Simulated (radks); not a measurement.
Effect of the nuclear size on the bromine ion Br+, [Ar] 3d10 4s2 4p4. Calculated with a radial shooting solver on a logarithmic mesh with Libxc functionals: Dirac Kohn-Sham, PBE, spin-unpolarised, spherical densities, finite nucleus; open shells are shared between the two j in proportion to 2j + 1; Fermi nuclear charge, rms radius 4.1629 fm. The rms radius is varied about that value; shifts are against it.

rms radius (fm)  total energy shift (eV)  density at nucleus (e/bohr^3)  1s1/2 shift (meV)  2s1/2 shift (meV)  3s1/2 shift (meV)  3p1/2 shift (meV)  4s1/2 shift (meV)
3.5718                            -0.143                      4.489e+04              -60.7              -6.10             -0.951              0.093             -0.100
3.8923                           -0.0680                       4.46e+04              -28.8              -2.90             -0.452              0.044             -0.048
4.1629                                 0                      4.437e+04              0.000              0.000              0.000              0.000              0.000
4.446                             0.0757                      4.415e+04               32.1               3.22              0.503             -0.049              0.053
4.8415                             0.189                      4.387e+04               80.2               8.06               1.26             -0.123              0.132

Slopes of the eigenvalues against <r^2> in GHz/fm^2, as finite differences over the two radii next to the reference (eigenvalue slopes, not the field-shift constants of lines): 1s1/2 3190, 2s1/2 321, 3s1/2 50.0, 3p1/2 -4.91, 4s1/2 5.27.
